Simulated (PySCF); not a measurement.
C3H7O2, SMILES C([O])C(O)C (connectivity only; charge and spin as stated), charge -1, multiplicity 1.

The structure is a stationary point at PBE-D3(BJ)/def2-SVPD. The multiplicity is an assumed one; no other spin state was optimised. The isomer is the one that the SMILES or the coordinates give; other isomers of the formula were not compared. One conformer was computed; it need not be the lowest.

Computed with ωB97X/def2-SVPD (PySCF).

Isolated molecule, no solvent.

```json
{
 "total_energy": "-268.71833 hartree",
 "highest_occupied_level": "-2.24 eV",
 "lowest_empty_level": "5.81 eV",
 "orbital_gap": "8.05 eV",
 "dipole_moment_about_the_centre_of_nuclear_charge": "7.21 D",
 "mean_static_polarisability": "62.5 bohr³ (9.26 Å³)",
 "polarisability_principal_values": "57.0, 63.6, 67.0 bohr³"
}
```
